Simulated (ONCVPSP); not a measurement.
## Wu-Cohen ONCV dataset for Sn (Z = 50), scalar-relativistic all-electron reference.

ONCVPSP 4.0.1 input, shortened (lines: element, Z, core and valence counts, functional; n l f; lmax; l rc ep ncon nbas qcut; lloc lpopt rc5 dvloc0; l nproj debl; icmod fcfact rcfact), Wu-Cohen, scalar-relativistic:

```
  Sn 50.00    6    5  -118130      upf
    1    0    2.00
    2    0    2.00
    2    1    6.00
    3    0    2.00
    3    1    6.00
    3    2   10.00
    4    0    2.00
    4    1    6.00
    4    2   10.00
    5    0    2.00
    5    1    1.50
    3
    0    1.50    0.00    4    7    7.00
    1    1.25    0.00    3    8    9.60
    2    1.40    0.00    3    8   10.20
    3    1.30    0.08    4    8    8.00
    4    5    1.15    6.00
    0    2    3.50
    1    2    3.10
    2    2    2.90
    3    2    3.60
    1    0.65    0.00
```

* Cutoffs needed: 38 Ha and 44 Ha (the cutoffs (Ha) at which the residual kinetic energy of the hardest occupied pseudo-wave falls to 1 and 0.1 mHa per electron) The cutoffs count occupied waves only; projector 2 of the f channel, the hardest unoccupied one, needs 118 Ha at the loose tolerance.
* Ghost test: no bound ghost flagged; no localised positive-energy state flagged
* Largest excitation error: -108 meV (all-electron minus pseudo) for 4s2 4p5 4d10 5s2 5p2, out of 4 test configurations
* rms error of d²Exc/dni dnj: 3.85 mHa without and 1.74 mHa with the model core
